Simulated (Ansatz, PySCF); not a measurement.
Si(CCH)(Cl)2(Me) (C3H4Cl2Si), SMILES C#C[Si](C)(Cl)Cl. Atoms are numbered in the order given.

```xyz
10

C      2.5558     1.1944     0.9393
C      1.4660     0.7644     0.6123
Si    -0.1869     0.1506     0.1517
C     -1.5383     1.0379     1.0514
Cl    -0.2646    -1.8654     0.5745
Cl    -0.4181     0.3916    -1.8823
H      3.5227     1.5707     1.2246
H     -1.5008     2.1131     0.8200
H     -2.5202     0.6437     0.7508
H     -1.4183     0.9036     2.1369
```

Geometry optimised at PBE0-D3(BJ)/def2-SVP.

Two levels are set side by side: PBE-D3(BJ)/def2-SVP (Ansatz, an electronic-structure program) and PBE0-D3(BJ)/def2-SVP (Ansatz). Each level has its own optimised geometry; the coordinates shown are those of the second. Frequencies come from the Hessian of PySCF at each geometry. Differences are taken from unrounded values.

| quantity | PBE0-D3(BJ) |
|---|---|
| mean bond length (Å) | 1.488 |
| bond C1–C2 (Å) | 1.216 |
| bond C2–Si3 (Å) | 1.822 |
| bond Si3–C4 (Å) | 1.850 |
| bond Si3–Cl5 (Å) | 2.061 |
| bond Si3–Cl6 (Å) | 2.061 |
| bond C1–H7 (Å) | 1.076 |
| bond C4–H8 (Å) | 1.100 |
| bond C4–H9 (Å) | 1.100 |
| bond C4–H10 (Å) | 1.100 |
| highest harmonic wavenumber (cm⁻¹) | 3473 |
| mean harmonic wavenumber (cm⁻¹) | 1103 |
| zero-point energy (kcal/mol) | 37.84 |

What does PBE-D3(BJ) give, and how far is it from PBE0-D3(BJ)? (Estimate from the structure and the level; the computed values follow.)


```json
[
 {"quantity": "mean bond length (Å)", "PBE-D3(BJ)": "1.498", "PBE-D3(BJ) minus PBE0-D3(BJ)": "0.010"},
 {"quantity": "bond C1–C2 (Å)", "PBE-D3(BJ)": "1.228", "PBE-D3(BJ) minus PBE0-D3(BJ)": "0.012"},
 {"quantity": "bond C2–Si3 (Å)", "PBE-D3(BJ)": "1.828", "PBE-D3(BJ) minus PBE0-D3(BJ)": "0.006"},
 {"quantity": "bond Si3–C4 (Å)", "PBE-D3(BJ)": "1.863", "PBE-D3(BJ) minus PBE0-D3(BJ)": "0.013"},
 {"quantity": "bond Si3–Cl5 (Å)", "PBE-D3(BJ)": "2.077", "PBE-D3(BJ) minus PBE0-D3(BJ)": "0.016"},
 {"quantity": "bond Si3–Cl6 (Å)", "PBE-D3(BJ)": "2.077", "PBE-D3(BJ) minus PBE0-D3(BJ)": "0.016"},
 {"quantity": "bond C1–H7 (Å)", "PBE-D3(BJ)": "1.083", "PBE-D3(BJ) minus PBE0-D3(BJ)": "0.007"},
 {"quantity": "bond C4–H8 (Å)", "PBE-D3(BJ)": "1.108", "PBE-D3(BJ) minus PBE0-D3(BJ)": "0.008"},
 {"quantity": "bond C4–H9 (Å)", "PBE-D3(BJ)": "1.108", "PBE-D3(BJ) minus PBE0-D3(BJ)": "0.008"},
 {"quantity": "bond C4–H10 (Å)", "PBE-D3(BJ)": "1.108", "PBE-D3(BJ) minus PBE0-D3(BJ)": "0.008"},
 {"quantity": "highest harmonic wavenumber (cm⁻¹)", "PBE-D3(BJ)": "3389", "PBE-D3(BJ) minus PBE0-D3(BJ)": "-84"},
 {"quantity": "mean harmonic wavenumber (cm⁻¹)", "PBE-D3(BJ)": "1067", "PBE-D3(BJ) minus PBE0-D3(BJ)": "-36"},
 {"quantity": "zero-point energy (kcal/mol)", "PBE-D3(BJ)": "36.61", "PBE-D3(BJ) minus PBE0-D3(BJ)": "-1.23"}
]
```

GGA bonds tend to be longer and softer than those of functionals with exact exchange. Differences between two approximate levels are no errors against the true value.
